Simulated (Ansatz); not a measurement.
Mulliken charges of GeH$_{4}$OS (`[OH][GeH2][SH]`) from ωB97M-V/def2-TZVPP in Ansatz (PBE0-D4/def2-TZVP geometry).

```json
{"atom": "O1", "x (Å)": "-1.545", "y (Å)": "-0.181", "z (Å)": "0.293", "charge (e)": "-0.418"}
{"atom": "Ge2", "x (Å)": "-0.014", "y (Å)": "0.505", "z (Å)": "-0.292", "charge (e)": "0.391"}
{"atom": "S3", "x (Å)": "1.646", "y (Å)": "-0.946", "z (Å)": "-0.039", "charge (e)": "-0.307"}
{"atom": "H4", "x (Å)": "-1.716", "y (Å)": "-1.053", "z (Å)": "-0.072", "charge (e)": "0.169"}
{"atom": "H5", "x (Å)": "-0.064", "y (Å)": "0.781", "z (Å)": "-1.803", "charge (e)": "0.010"}
{"atom": "H6", "x (Å)": "0.174", "y (Å)": "1.758", "z (Å)": "0.565", "charge (e)": "0.028"}
{"atom": "H7", "x (Å)": "1.579", "y (Å)": "-0.932", "z (Å)": "1.302", "charge (e)": "0.126"}
```

Q: By hand: the dipole of these point charges (1 e Å = 4.8032 D).

A: Σ q r = (0.048, 0.325, -0.075) e Å, of length 0.337 e Å = 1.62 D.

Q: How does the dipole of the full density compare? (Best estimate.)

A: Ansatz gave: (0.008, -0.011, -0.061) e Å, 0.30 D; the point charges give 5.40 times that, at 86° from its direction.

Point charges leave out the atoms' own dipoles, such as those of lone pairs, and Mulliken's split depends on the basis, so the two needn't agree.
